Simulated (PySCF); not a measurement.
Heteronuclear NMR

Numbering as in the mapped SMILES `[NH2:1][c:2]1[cH:3][cH:4][c:5]([F:6])[cH:7][cH:8]1`; H(Xn) means a hydrogen on atom n.

Computational details: couplings computed with B3LYP/pcJ-1 (spin–dipole term only in couplings to heteroatoms), NMR shieldings at PBE0/pcSseg-1/GIAO, PBE0-D3(BJ)/def2-SVP structure, in PySCF (no solvent, one averaged value for each set of equivalent atoms, non-relativistic, single conformer).

Q: Where does 19F resonate?

A: 
```json
{"atoms": "F6", "environment": "aryl fluorine", "σ (ppm)": "307.6", "δ (ppm)": "-129.0"}
```

Shieldings were converted by a linear fit to measured shifts: 19F (scatter 6.9 ppm rms, 7.7 ppm with the 5 outliers that the fit left out vs CFCl3, solution or neat liquid, with a term for F on sp3 carbon). A few per cent of atoms miss by over 2 rms, more outside the fitted compound classes. Couplings are scaled by factors fitted to measured values: 3J(H,H) × 0.91 (rms 0.4 Hz, 0.5 with 2 outliers), 1J(C,F) × 0.77 (rms 7.3 Hz), 2J(C,F) × 1.09 (rms 1.9 Hz, 5.0 with 1 outliers), 3J(C,F) × 1.48 (rms 1.3 Hz); all others are unscaled and can be 10–30 % off.

Couplings (the largest are listed; each averaged over equivalent pairs): 1J(C5,F6) = -234.2 Hz, 2J(C4,F6) = 22.1 Hz, 3J(F6,H(C4)) = 8.2 Hz, 3J(C3,F6) = 6.0 Hz.

On a 600 MHz spectrometer 19F resonates near 564.6 MHz, so 1 ppm is 564.6 Hz.

Q: What are the 15N shifts?

A: 
```json
{"atoms": "N1", "environment": "aniline-type nitrogen", "σ (ppm)": "192.6", "δ (ppm)": "-326.8"}
```

Shieldings were converted by a linear fit to measured shifts: 15N (scatter 7.2 ppm rms vs CH3NO2, solution or neat liquid). Occasional misses reach two or three times the rms, and more in compound classes unlike the fitted ones. Couplings are scaled by factors fitted to measured values: 3J(H,H) × 0.91 (rms 0.4 Hz, 0.5 with 2 outliers), 1J(C,F) × 0.77 (rms 7.3 Hz), 2J(C,F) × 1.09 (rms 1.9 Hz, 5.0 with 1 outliers), 3J(C,F) × 1.48 (rms 1.3 Hz); all others are unscaled and can be 10–30 % off.

Couplings (the largest are listed; each averaged over equivalent pairs): 1J(N1,C2) = -13.8 Hz, 2J(N1,C3) = -3.7 Hz, 3J(N1,H(C3)) = -2.0 Hz, 3J(N1,C4) = -1.3 Hz. Signs are for 15N, whose magnetogyric ratio is negative.

On a 400 MHz spectrometer 15N resonates near 40.5 MHz, so 1 ppm is 40.5 Hz.
